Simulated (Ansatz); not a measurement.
Job for Ansatz (a program for electronic structure): R-B3LYP/def2-TZVPP on C3H6O2 (SMILES COC(C)=O), a point of a torsion scan.

Ansatz 0.2 input:
```yaml
crystal:
  periodic: [false, false, false]
  atoms:
    - {symbol: C, position_ang: [1.79194344, 0.44977126, 0.20052013]}
    - {symbol: O, position_ang: [0.51082082, -0.10633189, 0.46588818]}
    - {symbol: C, position_ang: [-0.47154172, 0.14933559, -0.41247563]}
    - {symbol: C, position_ang: [-1.81384466, -0.17875145, 0.18457212]}
    - {symbol: O, position_ang: [-0.28504896, 0.51471260, -1.54152031]}
    - {symbol: H, position_ang: [1.91813801, 0.60738395, -0.87241742]}
    - {symbol: H, position_ang: [1.88542812, 1.40069973, 0.72838987]}
    - {symbol: H, position_ang: [2.53496116, -0.25460674, 0.56942800]}
    - {symbol: H, position_ang: [-2.50200138, -0.48144838, -0.59878014]}
    - {symbol: H, position_ang: [-2.20408753, 0.71689544, 0.66494083]}
    - {symbol: H, position_ang: [-1.70877629, -0.95800522, 0.93292690]}
basis:
  gaussian:
    orbitals: def2-TZVPP
hamiltonian:
  xc: {name: B3LYP}
scf: {lower_state_search: off}
```

The head of its log:

```
WARN ansatz: RAYON_NUM_THREADS=1 ignored (pool sized by the plan → 1); use --threads N
Functional definition: B3LYP
these checks for a lower state are left out or cut short: stability, starts, cluster_reference, orbital_swaps, neighbouring_geometries, increment
integrals: 0.14 GiB planned
1196 factors; their error is unknown
mean field: 1.29 GiB planned
mean field evaluation 1: about -7296.9288 eV, gradient 7.1e1 eV
mean field evaluation 2: about -7290.8210 eV, gradient 9.1e1 eV
```

**Question.** What total energy does the run end on?

**Answer.** -268.5038 hartree.
